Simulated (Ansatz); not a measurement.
H3Cl3HfOSi, charge +1, doublet, geometry from GFN2-xTB (such geometries of metal compounds can be far from the true shape) (the multiplicity is a formal guess) (core potentials on Hf); PBE0/def2-SV(P) (Ansatz, a quantum-chemistry and plane-wave program).

Ansatz was given this input:
Ansatz 0.2 input:
```yaml
crystal:
  periodic: [false, false, false]
  atoms:
    - {symbol: Hf, position_ang: [0.33732398, 0.18090763, 0.14628208]}
    - {symbol: Cl, position_ang: [1.31948758, 0.75671990, 2.05459739]}
    - {symbol: Cl, position_ang: [-1.27596727, -1.39460530, 0.84325737]}
    - {symbol: Cl, position_ang: [-1.08649797, 1.80773222, -0.37521080]}
    - {symbol: O, position_ang: [0.51348368, -0.75829073, -1.52770470]}
    - {symbol: Si, position_ang: [-0.55598941, -1.53378537, -2.42032434]}
    - {symbol: H, position_ang: [-1.49348295, -1.96750349, -1.12879155]}
    - {symbol: H, position_ang: [0.00862674, -2.76794381, -2.95969979]}
    - {symbol: H, position_ang: [-1.39586725, -0.63797744, -3.22258802]}
basis:
  gaussian:
    orbitals: def2-SV_P_.json
hamiltonian:
  xc: pbe0
total_charge: 1
magnetization: {spin_polarized: true, initial_magnetization: 1}
```
The basis file holds def2-SV(P) in the JSON format of the Basis Set Exchange.

It wrote (shortened):

```
Functional definition: PBE0
1201 factors; integrals over basis functions are off by at most 4.7e-4 eV
mean field evaluation 1: about -48801.7270 eV, gradient 5.0e1 eV
mean field evaluation 2: about -48738.1018 eV, gradient 1.2e2 eV
mean field evaluation 4: about -48810.6616 eV, gradient 1.0e1 eV
mean field evaluation 8: about -48811.3857 eV, gradient 6.1e-1 eV
mean field evaluation 16: about -48811.3884 eV, gradient 1.2e-3 eV
mean field -48811.38843849 eV, -1793.7854395672 hartree, gradient 3.5e-5 eV, S^2 0.752897; 0 other end points of the search recorded, 0 dependent functions left out
reference -48811.38849200 eV, -1793.7854415337 hartree; 44, 43 occupied and 73, 74 virtual orbitals, 1201 factors
Total energy: -48811.38849200 eV, -1793.7854415337 hartree
```
